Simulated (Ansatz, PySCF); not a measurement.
B(H)(Et)(vinyl) (C4H9B), SMILES C=CBCC. Atoms are numbered in the order given.

```xyz
14

B     -0.7021     0.7506     0.5790
H     -1.3668     1.6233     1.1064
C      0.8355     1.0433     0.4961
C      1.8178     0.1052    -0.1912
H      1.1037     1.1526     1.5700
H      0.9535     2.0802     0.1268
H      1.6687     0.0880    -1.2824
H      1.7151    -0.9301     0.1695
H      2.8616     0.4108    -0.0184
C     -1.4705    -0.5220     0.1249
C     -1.0816    -1.3523    -0.8588
H     -2.4573    -0.7153     0.5671
H     -1.7108    -2.1805    -1.2049
H     -0.1298    -1.2251    -1.3816
```

Geometry: PBE0-D3(BJ)/def2-SVP. This is a generated structure with no PubChem entry under its InChIKey; it may be hypothetical. Other conformers were not sampled.

Two levels are set side by side: PBE-D3(BJ)/def2-SVP (Ansatz, a quantum-chemistry and plane-wave program) and PBE0-D3(BJ)/def2-SVP (Ansatz). Each level has its own optimised geometry; the coordinates shown are those of the second. Frequencies come from the Hessian of PySCF at each geometry. Differences are taken from unrounded values.

```csv
quantity,PBE0-D3(BJ),PBE-D3(BJ),PBE-D3(BJ) minus PBE0-D3(BJ)
mean bond length (Å),1.232,1.240,0.008
bond B1–C3 (Å),1.567,1.572,0.004
bond B1–C10 (Å),1.554,1.557,0.003
bond C3–C4 (Å),1.522,1.531,0.009
bond C10–C11 (Å),1.345,1.356,0.011
bond B1–H2 (Å),1.217,1.226,0.009
bond C3–H5 (Å),1.112,1.121,0.009
bond C3–H6 (Å),1.107,1.116,0.009
bond C4–H7 (Å),1.101,1.110,0.008
bond C4–H8 (Å),1.101,1.109,0.008
bond C4–H9 (Å),1.101,1.109,0.008
bond C10–H12 (Å),1.099,1.107,0.009
bond C11–H13 (Å),1.096,1.105,0.008
bond C11–H14 (Å),1.093,1.102,0.008
highest harmonic wavenumber (cm⁻¹),3257,3159,-98
mean harmonic wavenumber (cm⁻¹),1467,1421,-46
zero-point energy (kcal/mol),75.49,73.11,-2.39
```

Exact exchange shortens and stiffens bonds; PBE has none. Differences between two approximate levels are no errors against the true value.
